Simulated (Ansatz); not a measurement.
A nudged elastic band was laid between two geometries of C₃H₈O₂SSi (15 atoms, charge 0, multiplicity 1).

These are results of Ansatz 0.2.0, RKS PBE/STO-3G, not measurements.

```json
{
  "movable images": "7",
  "climbing image": "yes",
  "spring": "5.0 eV/Å²",
  "optimiser": "quadratic models (default)",
  "start path": "IDPP",
  "force threshold": "0.05 eV/Å",
  "iteration limit": "34",
  "end points": "relaxed"
}
```

Initial state:

```xyz
15
Properties=species:S:1:pos:R:3
C -0.064 -1.912 -0.779
C 0.183 -0.428 -0.375
O -1.037 0.382 -0.236
C 1.070 0.430 -1.338
O 0.557 1.562 -1.673
S 1.120 -0.158 1.214
Si -0.507 1.148 1.848
H -0.621 -1.962 -1.735
H 0.901 -2.440 -0.901
H -0.652 -2.428 0.003
H -0.694 1.181 -0.901
H 2.102 0.096 -1.622
H -1.782 0.525 2.180
H -0.638 2.442 1.186
H 0.040 1.512 3.158
```

Final state:

```xyz
15
Properties=species:S:1:pos:R:3
C -0.010 -1.932 -0.736
C 0.232 -0.450 -0.320
O -0.942 0.426 -0.456
C 1.349 0.331 -1.087
O 0.983 1.478 -1.544
S 0.833 -0.176 1.424
Si -0.813 1.232 1.674
H -0.778 -2.391 -0.085
H -0.357 -1.983 -1.786
H 0.928 -2.513 -0.642
H -0.421 1.185 -1.049
H 2.398 -0.063 -1.139
H -2.162 0.684 1.745
H -0.732 2.509 0.971
H -0.531 1.612 3.061
```

**Question.** What changes between the two ends?

**Answer.** No bond is made or broken. The dihedral H9–C1–C2–S6 goes from -60 to -180°. The two ends are copies of one structure, up to a mirror image or an exchange of like atoms.

**Question.** Give the energies along the band, and the barrier.

**Answer.** The forces met the threshold. The highest image is number 4 of 0 to 8, 8.0 kJ/mol above the ends, which have the same energy within 2 meV. A vibrational analysis at the climbing image gives one clearly imaginary mode, 173i cm⁻¹: a first-order saddle point. Limits of this set-up: minimal basis.

```tsv
image	path coordinate (Å)	energy (kJ/mol)	dihedral H9–C1–C2–S6 (°)
0	0.00	0.0	-60
1	0.46	1.1	-75
2	0.91	3.9	-90
3	1.37	6.8	-105
4	1.82	8.0	-121
5	2.27	6.9	-136
6	2.71	4.1	-151
7	3.16	1.2	-165
8	3.60	0.0	-180
```

**Question.** What is the geometry of the highest image?

**Answer.** 
```xyz
15
Properties=species:S:1:pos:R:3:forces:R:3
C -0.007 -1.942 -0.738 0.00 -0.01 0.00
C 0.237 -0.449 -0.321 0.02 0.01 0.02
O -0.944 0.420 -0.443 0.00 0.00 0.01
C 1.338 0.346 -1.097 0.00 0.00 -0.01
O 0.958 1.491 -1.547 0.00 0.00 0.00
S 0.862 -0.154 1.413 -0.01 0.00 -0.02
Si -0.801 1.229 1.682 0.00 0.00 0.00
H -1.072 -2.073 -1.006 0.00 0.00 0.00
H 0.613 -2.214 -1.614 0.00 0.00 0.00
H 0.234 -2.631 0.093 0.00 0.00 0.00
H -0.434 1.185 -1.038 0.00 0.00 0.00
H 2.387 -0.044 -1.170 0.00 0.00 0.01
H -2.142 0.666 1.771 0.00 0.00 0.00
H -0.745 2.507 0.977 0.00 0.00 0.00
H -0.506 1.613 3.065 0.00 0.00 0.00
```

**Question.** What are the harmonic wavenumbers there?

**Answer.** 173i, 88, 126, 167, 267, 315, 362, 386, 444, 540, 558, 600, 687, 760, 815, 842, 893, 959, 985, 1133, 1149, 1166, 1186, 1211, 1223, 1330, 1502, 1600, 1625, 1630, 1834, 2532, 2562, 2600, 2831, 3236, 3244, 3413, 3418 cm⁻¹.

The band took 5 iterations and about 5 core-minutes.

The run took 5.1 min on 1 thread of Arm Neoverse N1, with other jobs on the host, peak memory 0.13 GiB.
